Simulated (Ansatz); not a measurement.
Reaction (formal exchange of groups at a Ge–B bond): `N[B]([GeH3])CF` + `ClCCl` → `Cl[CH2][GeH3]` + `NB(Cl)CF`

Calculated with Ansatz (gas phase, PBE0-D4/def2-TZVP geometries, no zero-point term in ΔE). CBS: MP2 limit from def2 TZ/QZ plus the TZ coupled-cluster correction, frozen cores. This one scheme is used for every species. For Ge outer-core shells are correlated without core-valence functions, which leaves a few kJ/mol of doubt a bond. Scalar relativity is left out up to krypton. Each species was taken in one conformer, which may not be the lowest.

| species | HF/def2-QZVPP energy (Eh) |
| --- | --- |
| `N[B]([GeH3])CF` | -2296.05674 |
| `ClCCl` | -958.09087 |
| `Cl[CH2][GeH3]` | -2575.71804 |
| `NB(Cl)CF` | -678.48751 |

Problem. Work out ΔE.

Solution. ΔE = (-2575.71804) + (-678.48751) − (-2296.05674) − (-958.09087) = -0.05794 Eh = -1.58 eV. CCSD(T)/CBS gives -1.43 eV.

Largest T1 diagnostic among the species: 0.012.

From PBE to PBE0 (25 % exact exchange), in def2-TZVPP and without D4, ΔE moves by −0.08 eV. In def2-TZVPP, CCSD(T) changes the Hartree–Fock value by +0.12 eV (the triples alone add +0.02 eV) and MP2 by +0.05 eV.
